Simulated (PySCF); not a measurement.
C4H9NSi, SMILES [SiH3]N1CC=CC1.

Geometry optimised at r2SCAN-D4/def2-SVP. The structure was generated by enumeration, and PubChem lists no compound with its InChIKey, so it may never have been made. Other conformers were not sampled.

Calculation: PySCF with r2SCAN-D4/def2-SVP.

Frequencies are harmonic and unscaled.

Computed normal modes with their intensities:
| mode | ν (cm⁻¹) | IR (km/mol) | moving atoms (share of kinetic energy) |
|---|---|---|---|
| 1 | 66 | 0.1 | C 39 %, H 29 %, N 22 %, Si 10 % |
| 2 | 93 | 0.7 | H 92 % |
| 3 | 185 | 5.9 | N 47 %, H 38 %, C 15 % |
| 4 | 211 | 0.3 | C 33 %, H 32 %, N 20 %, Si 14 % |
| 5 | 393 | 0.0 | C 57 %, H 43 % |
| 6 | 467 | 5.8 | Si 52 %, C 35 %, H 12 % |
| 7 | 671 | 51.9 | H 91 %, C 8 % |
| 8 | 694 | 30.0 | H 84 %, Si 8 % |
| 9 | 701 | 35.6 | H 78 %, Si 13 %, C 8 % |
| 10 | 806 | 5.9 | C 83 %, H 10 % |
| 11 | 832 | 15.4 | C 71 %, H 22 % |
| 12 | 905 | 77.1 | H 93 % |
| 13 | 940 | 3.4 | H 55 %, C 42 % |
| 14 | 949 | 0.0 | H 85 %, C 15 % |
| 15 | 970 | 44.5 | H 97 % |
| 16 | 978 | 300.4 | H 89 %, Si 9 % |
| 17 | 996 | 0.9 | C 65 %, H 35 % |
| 18 | 1008 | 13.8 | H 59 %, C 36 % |
| 19 | 1035 | 0.1 | H 55 %, C 45 % |
| 20 | 1104 | 6.4 | H 85 %, C 13 % |
| 21 | 1132 | 116.1 | N 60 %, H 26 %, C 8 % |
| 22 | 1174 | 21.6 | H 79 %, N 16 % |
| 23 | 1183 | 68.0 | C 41 %, N 39 %, H 19 % |
| 24 | 1204 | 17.3 | H 81 %, C 11 %, N 8 % |
| 25 | 1297 | 0.9 | H 78 %, C 17 % |
| 26 | 1361 | 3.4 | C 52 %, H 46 % |
| 27 | 1367 | 27.3 | H 53 %, C 40 % |
| 28 | 1483 | 1.5 | H 93 % |
| 29 | 1495 | 18.6 | H 92 %, C 8 % |
| 30 | 1694 | 1.4 | C 92 %, H 8 % |
| 31 | 2161 | 185.8 | H 96 % |
| 32 | 2212 | 105.7 | H 98 % |
| 33 | 2219 | 120.4 | H 96 % |
| 34 | 2918 | 122.6 | H 94 % |
| 35 | 2922 | 53.2 | H 93 % |
| 36 | 2978 | 41.8 | H 92 %, C 8 % |
| 37 | 2980 | 48.9 | H 92 %, C 8 % |
| 38 | 3202 | 2.2 | H 92 % |
| 39 | 3226 | 9.4 | H 90 %, C 10 % |
